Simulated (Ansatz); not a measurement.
GdCl₃. The state is a octet with charge 0. Geometry PBE-D4/def2-SVP, basis def2-TZVP, Ansatz.

Cartesian coordinates in Å:
```
Gd 0.198 0.336 0.236
Cl 1.448 0.255 -1.875
Cl -2.135 1.058 -0.010
Cl 0.489 -1.650 1.649
```

```csv
run,HOMO (eV),LUMO (eV)
A,-7.56,-5.05
B,-8.93,-3.04
C,-10.13,-2.50
D,-7.95,-3.78
E,-7.38,-4.92
F,-11.31,-1.23
```

In the def2 sets Gd takes a core potential; there is no spin–orbit coupling.

HOMO and LUMO are taken over both spins.

Problem. The runs used B97M-V, BHLYP, BLYP, PBE, PBE0, ωB97X-V. Estimate which is which.

Solution. A PBE (0 % exact exchange); B PBE0 (25 % exact exchange); C BHLYP (50 % exact exchange); D B97M-V (0 % exact exchange); E BLYP (0 % exact exchange); F ωB97X-V (range-separated). Exact exchange lowers occupied and raises empty levels; among semilocal functionals meta-GGAs tend to open the gap a little, and such runs are hard to tell apart. The gap grows from 2.46 eV (BLYP) to 10.08 eV (ωB97X-V).
